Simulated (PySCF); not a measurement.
C$_{3}$H$_{7}$O, charge +2, doublet, at a GFN2-xTB geometry of the parent state (a state made from the parent by changing its charge; the spin is typed, not shown lowest); HF/STO-3G (PySCF).

Input for PySCF:
```python
from pyscf import gto, scf

mol = gto.Mole()
mol.atom = '''
    C    -1.892236   -0.248061    0.135975
    C    -0.542414    0.341782    0.244124
    C     0.629470   -0.258106   -0.428940
    O     1.865415    0.254680    0.015637
    H    -1.840306   -1.279455   -0.206796
    H    -2.410016   -0.217702    1.097006
    H    -2.517989    0.310569   -0.570488
    H    -0.425745    1.310688    0.699193
    H     0.606466   -1.358356   -0.316190
    H     0.620820   -0.056391   -1.513885
    H     1.874534    0.239525    0.979100
'''
mol.basis = 'sto-3g'
mol.charge = 2
mol.spin = 1
mol.verbose = 4
mol.build()

mf = scf.UHF(mol)
mf.kernel()
```

Output, abridged:

```
PySCF version 2.14.0

[INPUT] verbose = 4
[INPUT] num. atoms = 11
[INPUT] num. electrons = 31
[INPUT] charge = 2
[INPUT] spin (= nelec alpha-beta = 2S) = 1
[INPUT] symmetry False subgroup None
[INPUT] Mole.unit = angstrom
[INPUT] Symbol           X                Y                Z      unit          X                Y                Z       unit  Magmom
[INPUT]  1 C     -1.892236000000  -0.248061000000   0.135975000000 AA   -3.575807803042  -0.468767352186   0.256955509788 Bohr   0.0
[INPUT]  2 C     -0.542414000000   0.341782000000   0.244124000000 AA   -1.025013906130   0.645874374306   0.461327500433 Bohr   0.0
[INPUT]  3 C      0.629470000000  -0.258106000000  -0.428940000000 AA    1.189525903630  -0.487749651107  -0.810579123871 Bohr   0.0
[INPUT]  4 O      1.865415000000   0.254680000000   0.015637000000 AA    3.525123458656   0.481275449404   0.029549647410 Bohr   0.0
[INPUT]  5 H     -1.840306000000  -1.279455000000  -0.206796000000 AA   -3.477674325394  -2.417819538705  -0.390787803656 Bohr   0.0
[INPUT]  6 H     -2.410016000000  -0.217702000000   1.097006000000 AA   -4.554270195820  -0.411397156770   2.073040897005 Bohr   0.0
[INPUT]  7 H     -2.517989000000   0.310569000000  -0.570488000000 AA   -4.758309594667   0.586890352780  -1.078066077351 Bohr   0.0
[INPUT]  8 H     -0.425745000000   1.310688000000   0.699193000000 AA   -0.804541448903   2.476841354754   1.321283278213 Bohr   0.0
[INPUT]  9 H      0.606466000000  -1.358356000000  -0.316190000000 AA    1.146054643860  -2.566920819660  -0.597512503326 Bohr   0.0
[INPUT] 10 H      0.620820000000  -0.056391000000  -1.513885000000 AA    1.173179772652  -0.106563545890  -2.860828034087 Bohr   0.0
[INPUT] 11 H      1.874534000000   0.239525000000   0.979100000000 AA    3.542355871185   0.452636649986   1.850230848562 Bohr   0.0

nuclear repulsion = 122.353883439072
number of shells = 19
number of NR pGTOs = 81
number of NR cGTOs = 27
basis = sto-3g
ecp = {}

******** <class 'pyscf.scf.uhf.UHF'> ********
method = UHF
initial guess = minao
damping factor = 0
level_shift factor = 0
DIIS = <class 'pyscf.scf.diis.CDIIS'>
diis_start_cycle = 1
diis_space = 8
diis_damp = 0
SCF conv_tol = 1e-09
SCF conv_tol_grad = None
SCF max_cycles = 50
direct_scf = True
direct_scf_tol = 1e-13
number electrons alpha = 16  beta = 15
Set gradient conv threshold to 3.16228e-05
init E= -190.593308897766

cycle= 1 E= -189.067044885391  delta_E= 1.53  |g|= 0.493  |ddm|= 2.66
cycle= 2 E= -189.268847274805  delta_E= -0.202  |g|= 0.288  |ddm|= 0.929
cycle= 3 E= -189.326312991067  delta_E= -0.0575  |g|= 0.0971  |ddm|= 0.325
cycle= 4 E= -189.346586902728  delta_E= -0.0203  |g|= 0.0336  |ddm|= 0.246
cycle= 5 E= -189.34929958086  delta_E= -0.00271  |g|= 0.0119  |ddm|= 0.0917
cycle= 6 E= -189.349598363023  delta_E= -0.000299  |g|= 0.0071  |ddm|= 0.028
cycle= 7 E= -189.349794522986  delta_E= -0.000196  |g|= 0.00485  |ddm|= 0.0263
cycle= 8 E= -189.349960003292  delta_E= -0.000165  |g|= 0.00331  |ddm|= 0.0318
cycle= 9 E= -189.350051486939  delta_E= -9.15e-05  |g|= 0.002  |ddm|= 0.0277
cycle= 10 E= -189.350090466942  delta_E= -3.9e-05  |g|= 0.000672  |ddm|= 0.0266
cycle= 11 E= -189.350092804911  delta_E= -2.34e-06  |g|= 0.000221  |ddm|= 0.00664
cycle= 12 E= -189.350092928703  delta_E= -1.24e-07  |g|= 0.000119  |ddm|= 0.000706
cycle= 13 E= -189.35009297738  delta_E= -4.87e-08  |g|= 4.77e-05  |ddm|= 0.000502
cycle= 14 E= -189.350092987046  delta_E= -9.67e-09  |g|= 1.58e-05  |ddm|= 0.000256
cycle= 15 E= -189.35009298802  delta_E= -9.74e-10  |g|= 5.42e-06  |ddm|= 7.73e-05
Extra cycle  E= -189.350092988078  delta_E= -5.73e-11  |g|= 3.67e-06  |ddm|= 9.54e-06
converged SCF energy = -189.350092988078  <S^2> = 0.75707144  2S+1 = 2.007059
```
